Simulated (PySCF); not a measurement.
Species: C11H12.
SMILES: `C=CC1=C[C@@H]2C(C(=C)C)=C[C@H]12`

Level of theory: TDDFT PBE0/def2-SVPD, vertical, gas phase, core orbitals frozen in the response in PySCF 2.14.0, density-fitted response routines. Geometry: PBE0-D3(BJ)/def2-SVP, one conformer, isolated molecule. Torsions of this conformer, `[CH2:1]=[CH:2][C:3]1=[CH:4][C@@H:5]2[C:6]([C:7](=[CH2:8])[CH3:9])=[CH:10][C@H:11]12`: C1–C2–C3–C4 177°, C5–C6–C7–C8 2°.

Computed states:

| state | E (eV) | f |
| --- | --- | --- |
| S1 | 4.41 | 0.0024 |
| S2 | 4.60 | 0.0059 |
| S3 | 5.31 | 0.0095 |
| S4 | 5.36 | 0.831 |
| S5 | 5.98 | 0.164 |
| S6 | 6.21 | 0.0045 |
| S7 | 6.35 | 0.013 |
| S8 | 6.41 | 0.022 |
| S9 | 6.44 | 0.011 |
| S10 | 6.48 | 0.0042 |

Broadening: Gaussians 0.4 eV wide at half height, area fixed by f = 4.319×10⁻⁹ ∫ε dν̃. The cross-section is σ = 3.8235×10⁻²¹ ε cm², given in Mb (10⁻¹⁸ cm²). The width is an assumption, not a result. The curve ends short of the highest state used, and states not computed would add to its high-energy end.

Question: What does the envelope look like, and where are its maxima?

Answer: 
E (eV), σ (Mb) and a bar:
```
     3.81       0.00 
     3.89       0.01 
     3.96       0.02 
     4.03       0.05 
     4.10       0.13 
     4.17       0.28 
     4.24       0.53 
     4.31       0.88 
     4.38       1.27 
     4.45       1.64 
     4.53       1.89 
     4.60       1.87 
     4.67       1.64 
     4.74       1.43 
     4.81       1.83 
     4.88       4.22 #
     4.95      11.48 ##
     5.02      28.30 ####
     5.09      59.56 ########
     5.17     113.52 ################
     5.24     166.50 #######################
     5.31     206.13 #############################
     5.38     215.43 ##############################
     5.45     190.21 ##########################
     5.52     142.36 ####################
     5.59      91.68 #############
     5.66      54.01 ########
     5.73      35.04 #####
     5.81      32.12 ####
     5.88      37.60 #####
```

Maxima: 272 nm (4.56 eV), ε about 500, made up of S1 (23%) and S2 (77%); 231 nm (5.36 eV), ε about 57000, made up of S4 (99%) (ε in L mol⁻¹ cm⁻¹; maxima over ε = 5, shares over 10%). At its high-energy end, 5.88 eV, the curve is still rising (ε about 9800, from S5).

Question: On this curve, what absorbance would a 10⁻⁵ mol/L sample give at 254 nm over a 1 cm path?

Answer: 254 nm is 4.881 eV, where ε is about 1100 L mol⁻¹ cm⁻¹, so A = ε c l ≈ 0.011 (Beer–Lambert, with the gas-phase spectrum and the assumed width).

Question: What would ε be at 5.36 eV, the highest of these maxima, with half the width (0.2 eV)?

Answer: About 113000 L mol⁻¹ cm⁻¹ against 56600, a factor of about 1.99; a lone state at its own centre would give exactly 2.

Question: Coming from long wavelengths, where does ε first pass 100 L mol⁻¹ cm⁻¹?

Answer: At about 295 nm (4.20 eV), 0.21 eV below S1.

Hardware: 2 threads of an Intel Xeon Platinum 8488C, on a shared host. Cost: 2.1 min wall, 4.5 min CPU, 1.8 GiB resident at most.
